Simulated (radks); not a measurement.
Values are calculated unless marked as measured or tabulated.
All-electron atom: Ga in [Ar] 3d8 4s2 4p3 (not the ground configuration).

Code: a radial shooting solver on a logarithmic mesh with Libxc functionals. Model: scalar-relativistic Kohn-Sham, PBEsol, spin-polarised, spherical densities, point nucleus; open shells are filled with parallel spins first.

Energy parts (eV):
part                       energy
total                  -52811.689
kinetic                 53707.742
electron-nucleus      -126793.929
Hartree                 22265.111
exchange-correlation    -1990.612

Orbitals (lengths in bohr, moments of r in powers of bohr):
\begin{tabular}{lrrr}
orbital & occ. & eigenvalue (eV) & <r^2> \\ \hline
1s up & 1 & -10242.36 & 0.003182 \\
1s down & 1 & -10242.22 & 0.003182 \\
2s up & 1 & -1285.397 & 0.05609 \\
2s down & 1 & -1283.690 & 0.05601 \\
2p up & 3 & -1122.043 & 0.04468 \\
2p down & 3 & -1120.693 & 0.04460 \\
3s up & 1 & -168.8132 & 0.4758 \\
3s down & 1 & -165.9012 & 0.4775 \\
3p up & 3 & -119.2616 & 0.5173 \\
3p down & 3 & -116.3685 & 0.5198 \\
3d up & 5 & -38.4744 & 0.6675 \\
3d down & 3 & -35.5154 & 0.6751 \\
4s up & 1 & -14.3796 & 4.742 \\
4s down & 1 & -11.7395 & 4.859 \\
4p up & 3 & -5.8571 & 7.816 \\
4p down & 0 & -3.4232 & 9.015 \\
\end{tabular}

The highest occupied level is 4p up at -5.857 eV. Summed over all electrons, <r^2> = 42.86 bohr^2, which gives a Langevin (diamagnetic) susceptibility term of -33.9 x 10^-6 cm^3/mol. The density falls to 0.001 e/bohr^3 at r = 4.42 bohr.
